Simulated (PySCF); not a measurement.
3-silyloxypropanenitrile (C₃H₇NOSi), SMILES C(O[SiH3])CC#N.

Coordinates come from a B3LYP-D3(BJ)/def2-SVP optimisation. One conformer was computed; it need not be the lowest.

The numbers are results of PySCF with TDA-M06-2X/def2-SVPD, not measurements.

Vertical excitations.  State labels are in the subgroup Cs.

```json
[
 {"state": "S1", "symmetry": "A\"", "energy (eV)": "7.12", "λ (nm)": "174", "f": "0.000", "main pairs": "HOMO−2→LUMO+5 28 %, HOMO−2→LUMO+3 15 %, HOMO−1→LUMO+4 14 %, HOMO−3→LUMO+4 11 %"},
 {"state": "S2", "symmetry": "A\"", "energy (eV)": "7.36", "λ (nm)": "169", "f": "0.002", "main pairs": "HOMO→LUMO 71 %, HOMO→LUMO+1 22 %"},
 {"state": "S3", "symmetry": "A'", "energy (eV)": "8.11", "λ (nm)": "153", "f": "0.018", "main pairs": "HOMO−1→LUMO 42 %, HOMO−3→LUMO 27 %, HOMO−3→LUMO+1 12 %, HOMO−1→LUMO+1 10 %"},
 {"state": "S4", "symmetry": "A'", "energy (eV)": "8.23", "λ (nm)": "151", "f": "0.011", "main pairs": "HOMO−2→LUMO+4 32 %, HOMO−1→LUMO+5 13 %, HOMO−1→LUMO+3 9 %, HOMO−3→LUMO+5 9 %"},
 {"state": "S5", "symmetry": "A\"", "energy (eV)": "8.25", "λ (nm)": "150", "f": "0.001", "main pairs": "HOMO−1→LUMO+4 24 %, HOMO−2→LUMO+5 18 %, HOMO−3→LUMO+4 16 %, HOMO−2→LUMO+3 11 %"},
 {"state": "S6", "symmetry": "A\"", "energy (eV)": "8.36", "λ (nm)": "148", "f": "0.054", "main pairs": "HOMO→LUMO+1 65 %, HOMO→LUMO 24 %"},
 {"state": "S7", "symmetry": "A\"", "energy (eV)": "8.55", "λ (nm)": "145", "f": "0.000", "main pairs": "HOMO→LUMO+3 63 %, HOMO→LUMO+7 13 %, HOMO→LUMO+2 12 %"},
 {"state": "S8", "symmetry": "A\"", "energy (eV)": "8.86", "λ (nm)": "140", "f": "0.031", "main pairs": "HOMO→LUMO+2 31 %, HOMO−4→LUMO 26 %, HOMO−2→LUMO 16 %, HOMO→LUMO+3 9 %"},
 {"state": "S9", "symmetry": "A'", "energy (eV)": "8.90", "λ (nm)": "139", "f": "0.003", "main pairs": "HOMO−1→LUMO 39 %, HOMO−1→LUMO+1 13 %, HOMO−3→LUMO 11 %, HOMO−1→LUMO+2 9 %"},
 {"state": "S10", "symmetry": "A\"", "energy (eV)": "8.95", "λ (nm)": "139", "f": "0.001", "main pairs": "HOMO−4→LUMO 27 %, HOMO→LUMO+2 26 %, HOMO−4→LUMO+1 21 %"},
 {"state": "T1", "symmetry": "A'", "energy (eV)": "6.49", "λ (nm)": "191", "f": "0", "main pairs": "HOMO−2→LUMO+4 29 %, HOMO−1→LUMO+5 13 %, HOMO−3→LUMO+5 11 %, HOMO−1→LUMO+3 7 %"},
 {"state": "T2", "symmetry": "A\"", "energy (eV)": "7.05", "λ (nm)": "176", "f": "0", "main pairs": "HOMO→LUMO 61 %, HOMO→LUMO+1 26 %"},
 {"state": "T3", "symmetry": "A\"", "energy (eV)": "7.10", "λ (nm)": "175", "f": "0", "main pairs": "HOMO−2→LUMO+5 36 %, HOMO−2→LUMO+3 19 %, HOMO−1→LUMO+4 8 %, HOMO−3→LUMO+4 7 %"},
 {"state": "T4", "symmetry": "A'", "energy (eV)": "7.49", "λ (nm)": "166", "f": "0", "main pairs": "HOMO−2→LUMO+4 37 %, HOMO−1→LUMO+5 12 %, HOMO−3→LUMO+5 8 %, HOMO−1→LUMO+3 7 %"}
]
```
Triplets are in the Tamm–Dancoff approximation.
